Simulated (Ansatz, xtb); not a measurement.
**Two isomers of C6H2N2O**

We compare I, `C#Cc1coc(C#N)n1`, a singlet, with II, `C#Cc1ocnc1C#N`, a singlet. Both are isolated molecules in the gas phase, relaxed with PBE-D3(BJ)/def2-SVP.

Energies in hartree; the thermal terms are from GFN2-xTB frequencies at re-optimised GFN2-xTB minima (ideal gas, soft modes damped towards free rotors, one conformer each, 298.15 K, 1 atm) and include the zero-point energy:

|  | I | II |
| --- | --- | --- |
| E, CCSD(T)/def2-SVP | −413.023645 | −413.030356 |
| E, MP2/def2-SVP | −412.948240 | −412.955352 |
| E, MP2/def2-TZVPP | −413.690474 | −413.697772 |
| zero-point energy | 0.063994 | 0.064183 |
| H(298 K) − E | 0.072535 | 0.072715 |
| G(298 K) − E | 0.031553 | 0.031677 |

**Question.** Correct the CCSD(T) difference for the basis set by the MP2 change, then work out ΔE, ΔE₀, ΔH and ΔG for I → II in kcal/mol (1 Eh = 627.51 kcal/mol) and the equilibrium ratio [II]/[I].

**Answer.** 1. Differences II − I: CCSD(T) −0.006711, MP2 in the small set −0.007112, MP2 in the large set −0.007298 Eh.
2. ΔE = −0.006711 + (−0.007298 − (−0.007112)) = −0.006897 Eh = −4.33 kcal/mol.
3. ΔE₀ = ΔE + ΔZPE = −0.006897 + (+0.000189) Eh = −4.21 kcal/mol.
4. ΔH = ΔE + (+0.000180) Eh = −4.21 kcal/mol.
5. ΔG = ΔE + (+0.000124) Eh = −4.25 kcal/mol, so ΔS = (ΔH − ΔG)/T = +0.5 J/(mol K).
6. kT = 0.9442 mEh, so K = [II]/[I] = exp(−ΔG/kT) = exp(+7.17) ≈ 1.3 × 10^3.

Structure II is favoured at this temperature. An error of 1 kcal/mol in ΔG would change K by a factor of 5.4. Mirror images and further conformers aren't counted.

As drawn, both hold the same kinds of bond in the same numbers.

Other levels gave ΔE = −3.6 (GFN2-xTB); −3.3 (HF/STO-3G, GFN2-xTB geometries); −4.8 (r2SCAN-D4/def2-SVP, GFN2-xTB geometries); −4.6 (PBE-D3(BJ)/def2-SVP); −4.9 (HF/def2-SVP); −4.5 (MP2/def2-SVP); −4.2 (CCSD(T)/def2-SVP) kcal/mol. The correlated steps freeze 9 core orbitals. Programs: Ansatz 0.2.0, xtb 6.7.1.
